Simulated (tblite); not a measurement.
Q: Give a GFN2-xTB geometry of `N(C[SiH3])[SiH]C#CC=O` [radical]. (Doublet state.)

A: 
```
atom  x, y, z in Å
O1    -3.467   -0.528    2.602
C2    -3.638   -0.179    1.438
C3    -2.653   -0.013    0.469
C4    -1.780    0.186   -0.383
Si5   -0.501    0.280   -1.611
N6     1.112   -0.133   -1.273
C7     1.578   -0.769   -0.053
Si8    2.285    0.481    1.215
H9    -4.656    0.038    1.047
H10   -0.612    0.791   -2.958
H11    1.861    0.322   -1.777
H12    0.735   -1.305    0.384
H13    2.330   -1.520   -0.318
H14    2.793   -0.265    2.362
H15    1.228    1.425    1.566
H16    3.378    1.197    0.543
```

Any rigid rotation of these coordinates is as good. Atoms count from 1 in this order. The 2 C–C bonds span 1.237 Å (C3≡C4, drawn triple) to 1.391 Å (C2–C3, drawn single), a spread of 0.154 Å. N6 (nitrogen bonded to C, Si and H) is almost planar (angles 125.3°, 119.7° and 112.3°, sum 357.2°, 0.13 Å off the plane of its three neighbours). Si5 (silicon bonded to C, N and H) is planar (angles 127.5°, 122.3° and 110.1°, sum 359.8°, 0.04 Å off the plane of its three neighbours). Of the pairs four or more bonds apart, C4···H12 is among the closest relative to their van der Waals radii: 3.02 Å, 104 % of the sum of Bondi's values.

Bonds between heavy atoms (Å): O1=C2 1.227, C2–C3 1.391, C3≡C4 1.237, C4–Si5 1.775, Si5–N6 1.699, N6–C7 1.453, C7–Si8 1.916.

The geometry is computed with GFN2-xTB (gas phase). This method treats the open shell by occupation alone, without spin polarisation.

Point group: C1 (no symmetry element, even within 0.4 Å). Its lowest GFN2-xTB frequency is 12 cm⁻¹, too small to tell a flat minimum from a shallow saddle. Torsions: C4–Si5–N6–C7 9°, Si5–N6–C7–Si8 -98°. 3 starts were optimised and ended at 0.00, 0.86 and 1.30 kcal/mol (GFN2-xTB); the lowest of these is shown.

The run took 1.3 s wall on one thread, AMD EPYC 9R45 (x86_64), shared host with 96 logical CPUs at a one-minute load of 36. These figures are those of the optimisation.

One conformer stands for the species.
